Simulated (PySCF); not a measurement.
**Question.** Write a Z-matrix for `O=C(C(F)(F)F)OCC` as optimised with GFN2-xTB.

**Answer.** 
Z-matrix in Å and degrees, rows numbered from 1:
```
C 
C   1  1.5200
O   2  1.4398  1  111.33
C   3  1.3107  2  117.34  1    80.94
O   4  1.1945  3  128.37  2     0.87
C   4  1.5600  3  108.94  2   179.33
F   6  1.3305  4  111.58  3   165.73
F   6  1.3395  4  110.55  3   -74.50
F   6  1.3367  4  111.86  3    45.03
H   1  1.0860  2  109.19  3   175.64
H   1  1.0871  2  110.36  3    55.86
H   1  1.0872  2  110.36  3   -64.80
H   2  1.0940  1  110.66  3   120.81
H   2  1.0908  1  111.46  3  -116.01
```

The C–C distances run from 1.520 Å (C1–C2, drawn single) to 1.560 Å (C4–C6, drawn single), a spread of 0.040 Å. Of the pairs four or more bonds apart, O5···H13 is among the closest relative to their van der Waals radii: 2.49 Å, 92 % of the sum of Bondi's values. O3 (ester single-bonded oxygen) is bent (angle 117.3°). The C–O distances run from 1.194 Å (C4=O5, drawn double) to 1.440 Å (C2–O3, drawn single), a spread of 0.246 Å.

The geometry is computed with GFN2-xTB (gas phase).

Point group: C1 (no symmetry element, even within 0.4 Å). Stationary, but not proved a minimum. One conformer, not necessarily the lowest (C1–C2–O3–C4 81°, C2–O3–C4–O5 1°).
